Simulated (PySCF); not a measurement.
Cost of excited-state runs on `C1=CC2(C(OC)=CC=C2)C=C1`, C$_{10}$H$_{10}$O

Atom-mapped SMILES (the numbers label the heavy atoms): `[CH3:1][O:2][C:3]1=[CH:4][CH:5]=[CH:6][C:7]12[CH:8]=[CH:9][CH:10]=[CH:11]2`. Hydrogens are named by the atom that carries them.

PySCF with density fitting, on 1 thread of an Intel Xeon Platinum 8488C, shared host. Command: `OMP_NUM_THREADS=1 python excited_run.py task.json out`

(1) How long does each of these runs take, and how much memory?
- first hyperpolarisability, CAM-B3LYP/def2-SVPD; usual settings
- excited states, CAM-B3LYP/def2-SVPD; Tamm-Dancoff; spin-orbit couplings; 6 states; 5 triplets; quadratic response for 4 states
- excited states, CAM-B3LYP/def2-SVPD; two-photon moments; 8 states; quadratic response for 6 states; 0 triplets

Results:

(1) 
```tsv
run	level	basis functions	wall time	peak memory (GiB)
first hyperpolarisability	CAM-B3LYP/def2-SVPD	303	96 s	1.4
excited states	CAM-B3LYP/def2-SVPD	303	99 s	1.4
excited states	CAM-B3LYP/def2-SVPD	303	2.1 min	1.4
```
Times from a shared host are rough.
